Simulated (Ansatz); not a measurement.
[M(NH3)2] with several metals: r2SCAN-D4/def2-TZVP single points in Ansatz on relaxed structures, gas phase. Core potentials for Ag, Au, no spin–orbit coupling. Names give formal oxidation states. The structures are stationary points that may keep the symmetry of their start.

| species | atoms | state | geometry | HOMO (eV) | LUMO (eV) | gap (eV) | vertical IE (eV) | vertical EA (eV) | vertical triplet (eV) | point group (within 0.1 Å) |
| --- | --- | --- | --- | --- | --- | --- | --- | --- | --- | --- |
| [Cu(NH3)2]+ (CuN2H6⁺) | 9 | singlet | PBE0-D4/def2-TZVP | -10.35 | -5.26 | 5.10 | 14.40 | 3.43 | 4.77 | – |
| [Ag(NH3)2]+ (AgN2H6⁺) | 9 | singlet | PBE-D4/def2-TZVP | -11.14 | -5.55 | 5.59 | 14.72 | 3.54 | 5.12 | – |
| [Au(NH3)2]+ (AuN2H6⁺) | 9 | singlet | PBE-D4/def2-TZVP | -11.40 | -5.36 | 6.04 | 14.87 | 3.28 | 5.62 | – |

The gap (eV) runs from 5.10 ([Cu(NH3)2]+) to 6.04 ([Au(NH3)2]+). The vertical IE (eV) runs from 14.40 ([Cu(NH3)2]+) to 14.87 ([Au(NH3)2]+). The vertical EA (eV) runs from 3.28 ([Au(NH3)2]+) to 3.54 ([Ag(NH3)2]+). The vertical triplet (eV) runs from 4.77 ([Cu(NH3)2]+) to 5.62 ([Au(NH3)2]+).
